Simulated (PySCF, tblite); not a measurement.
Isomers of CH10N2OSi3. All values are computed: GFN2-xTB (tblite) harmonic vibrations without scaling, gas phase. Against measured fundamentals such values can be off by several per cent, at times by over 20. Modes of hydrogen on silicon can be 10 to 20 % off. One conformer each.

Electronic energies: PBE0/pcSseg-1 single points on the GFN2-xTB geometries (PySCF, gas phase).

| SMILES | electronic energy, lowest = 0 (kJ/mol) |
| --- | --- |
| NC(=O)[SiH2]N([SiH3])[SiH3] | 217.8 |
| O=CN[SiH2]N([SiH3])[SiH3] | 157.6 |
| C=NN[SiH2][SiH2]O[SiH3] | 316.0 |
| CN1[SiH2][SiH2]O[Si@@H]1N | 0.0 |

Question: How do GFN2-xTB zero-point energies change the relative energies?

Answer: 
```tsv
SMILES	ZPE (kJ/mol)	of it from modes above 1550 cm⁻¹	electronic (kJ/mol)	with ZPE, lowest = 0 (kJ/mol)	lowest mode (cm⁻¹)	rings
CN1[SiH2][SiH2]O[Si@@H]1N	300.7	160.1	0.0	0.0	61	1
O=CN[SiH2]N([SiH3])[SiH3]	277.1	156.1	157.6	134.1	12i	0
NC(=O)[SiH2]N([SiH3])[SiH3]	278.4	158.2	217.8	195.6	27	0
C=NN[SiH2][SiH2]O[SiH3]	278.1	157.7	316.0	293.4	9i	0
```

The zero-point energies span 23.6 kJ/mol, from `O=CN[SiH2]N([SiH3])[SiH3]` to `CN1[SiH2][SiH2]O[Si@@H]1N`. Slightly imaginary modes are left out of the zero-point energy: `O=CN[SiH2]N([SiH3])[SiH3]` 12.3i cm⁻¹ and `C=NN[SiH2][SiH2]O[SiH3]` 8.9i cm⁻¹. The order is unchanged.

Question: And how do the electronic energies of GFN2-xTB itself compare?

Answer: `CN1[SiH2][SiH2]O[Si@@H]1N` 0.0; `O=CN[SiH2]N([SiH3])[SiH3]` 137.2; `NC(=O)[SiH2]N([SiH3])[SiH3]` 238.2; `C=NN[SiH2][SiH2]O[SiH3]` 191.4 kJ/mol, lowest = 0. Against the energies above, taken from the same isomer `CN1[SiH2][SiH2]O[Si@@H]1N`, the largest difference is 124.6 kJ/mol.
